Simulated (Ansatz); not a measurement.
```yaml
crystal:
  periodic: [true, true, true]
  atoms:
    - {symbol: B, position_ang: [-1.298538, 0.828187, -0.681987]}
    - {symbol: Si, position_ang: [0.583634, 0.465976, -0.277890]}
    - {symbol: C, position_ang: [1.248452, -0.120273, 1.370587]}
    - {symbol: N, position_ang: [-0.769948, -0.700574, -0.818617]}
    - {symbol: H, position_ang: [-1.582616, 1.316677, -1.737627]}
    - {symbol: H, position_ang: [-2.026963, 0.965264, 0.261034]}
    - {symbol: H, position_ang: [1.638258, 0.331381, -1.322809]}
    - {symbol: H, position_ang: [0.438375, -0.206636, 2.098478]}
    - {symbol: H, position_ang: [1.960010, 0.611882, 1.762262]}
    - {symbol: H, position_ang: [1.765400, -1.079552, 1.293814]}
    - {symbol: H, position_ang: [-0.738920, -1.092423, -1.748567]}
    - {symbol: H, position_ang: [-1.140144, -1.375110, -0.164376]}
basis:
  gaussian: {orbitals: def2-mTZVP, nuclear_model: gaussian}
hamiltonian: {xc: {name: wPBEh}}
scf: {lower_state_search: off}
output: {forces: true}
```

```sh
$ ansatz run in.yaml --threads 2 --pin off --events-out ev --progress --plain --max-ram 4352MiB
```

Output, abridged:

```
Error: YAML parse error: error: line 2 column 3: crystal: missing field `lattice` (a structure is typed as `lattice` and `atoms`, a molecule's as `atoms` in Å alone, or read from a run's directory, `checkpoint`)
 --> <input>:2:3
  |
1 | crystal:
2 |   periodic: [true, true, true]
  |   ^ crystal: missing field `lattice` (a structure is typed as `lattice` and `atoms`, a molecule's as `atoms` in Å alone, or read from a run's directory, `checkpoint`)
3 |   atoms:
4 |     - {symbol: B, position_ang: [-1.298538, 0.828187, -0.681987]}
  |
```

**Question.** What is wrong with this run?

**Answer.** The molecule is marked periodic without a cell. The program refused the input.
